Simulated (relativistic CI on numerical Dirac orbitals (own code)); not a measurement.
**Te5+: what numerical and physical settings do to a radial Dirac CI calculation**

Reference input:

```
atom Te  Z=52  charge=5  electrons=47
nucleus A=130  rms_radius_fm=4.7423
hamiltonian dirac-coulomb  breit=on  qed=on  c_scale=1
orbitals kli  potential=per-configuration
slater_scale 1
correlation none
mixing on
grid step=0.0125 r_max=33.5
scf mixing=0.4 start=green max_iterations=150 tolerance=2e-08 node_fill=0.05
configurations
  [Kr] 4d10 5s
  [Kr] 4d10 5p
  [Kr] 4d10 5d
end
```

Computed lowest total energy -6779.92727 Ha, first excitation 91118.2 cm⁻¹, 34 SCF steps. Runs with settings changed; * marks those that are bad on purpose:

| Changed | Outcome | Lowest level | ΔE (Ha) | First excitation (cm⁻¹) | SCF steps | Message |
| --- | --- | --- | --- | --- | --- | --- |
| nuclear radius 6.165 fm, start potential thomas-fermi | converged | 5s ²S1/2 | 0.128 | 91108.5 | 33 |  |
| grid step 0.02, node fill of the KLI weights 0.01 | converged | 5s ²S1/2 | 0.00355 | 91153.3 | 34 |  |
| Slater scale 1.2 | converged | 5s ²S1/2 | 0 | 91118.2 | 34 |  |
| grid step 0.006 | converged | 5s ²S1/2 | -0.000123 | 91118.2 | 34 |  |
| grid step 0.002 * | refused |  |  |  | 0 | the grid has 8664 points, outside 40 to 4096 |
| end of the grid at 8.38 bohr * | not converged |  |  |  | 11 | orbital 5s not found |
